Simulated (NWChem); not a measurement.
C2H6OSi; SMILES [SiH3]OC=C

```xyz
10

C      0.0739     2.3663    -0.0829
C     -0.3519     1.1228     0.1354
O      0.4521     0.0406     0.0344
Si    -0.0348    -1.5619    -0.0368
H      1.1077     2.5647    -0.3739
H     -0.6152     3.2029     0.0352
H     -1.3920     0.9205     0.4316
H     -0.5525    -1.9002    -1.3959
H      1.1700    -2.3740     0.2720
H     -1.1140    -1.8032     0.9697
```
Atoms are numbered in this order, from 1.

Level: PBE0/def2-SVP (NWChem), optimised geometry, unscaled harmonic frequencies. 

### Question
List the harmonic frequencies with IR intensities, and the thermochemistry.

### Answer
```tsv
frequency (cm⁻¹)	IR intensity (km/mol)
56	0.1
84	2.4
174	0.9
443	4.9
703	48.5
718	34.5
728	6.5
775	41.4
868	56.0
933	92.7
955	98.6
975	345.2
985	22.2
1042	93.6
1244	297.5
1341	31.5
1410	27.3
1746	228.9
2231	103.8
2240	118.2
2286	98.4
3137	18.8
3191	0.6
3301	1.2
```

```json
{
  "zero_point_energy": "45.1 kcal/mol",
  "thermal correction to the enthalpy at 298.15 K (with zero-point energy)": "49.5 kcal/mol",
  "heat capacity Cv": "19.2 cal/(mol K)",
  "entropy at 298.15 K and 1 atm (symmetry number 1)": "76.9 cal/(mol K)",
  "dipole_moment": "1.17 D"
}
```

Rigid rotor and harmonic oscillator; modes under 100 cm⁻¹ make the entropy uncertain.
